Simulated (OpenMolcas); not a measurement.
## Kr5+: the spin-orbit constant, worked from levels

| Item | Value |
| --- | --- |
| Program | OpenMolcas 26.06 |
| Basis | ANO-RCC-VQZP [7s6p4d2f1g] |
| Scalar Hamiltonian | DKH2, point nucleus |
| Active space | 3 electrons in 9 orbitals (RAS2 4s 4p; RAS3 4d, at most 2 electrons) |
| State averaging | 2S+1 = 4 odd, 1 root; 2S+1 = 2 odd, 11 roots; 2S+1 = 4 even, 3 roots; 2S+1 = 2 even, 9 roots |
| Spin-orbit coupling | state interaction with AMFI integrals over the reference wave functions, term energies averaged over their components |

Methods: RASSCF; MS-RASPT2, IPEA 0.25 Eh, imaginary shift 0.1 Eh (closed shells correlated: 3d). Measured levels: Saloman, J. Phys. Chem. Ref. Data 36, 215 (2007).

**The spin-orbit constant.** For the Hund term 2P* of p1, E(J) = (A/2) J(J+1) + constant and ζ = 2S·A = A. From J = 1/2 to J = 3/2 the energy changes by 1.5 A.

| Source | E(3/2) - E(1/2) | A | ζ |
| --- | --- | --- | --- |
| RASSCF | 7183.8 | 4789.2 | 4789 |
| MS-RASPT2 | 7201.1 | 4800.7 | 4801 |
| measured | 8110.0 | 5406.7 | 5407 |

All in cm-1. MS-RASPT2 is off by -11.2 % and RASSCF by -11.4 %. Both methods take the spin-orbit matrix elements from the reference wave functions, so the second can move ζ only through the term energies and any multistate remixing.

Active for correlation alone: 4d; no level in the range computed is led by a configuration that fills it, so any true level of that kind is missing. Computed and measured levels are paired by configuration, term and J; levels that our copy of the source lacks, or whose pairing is in doubt (as where it misses far off the trend of its configuration), stay unpaired and out of the deviations. Levels of configurations outside the active space are missing.

* marks odd parity.
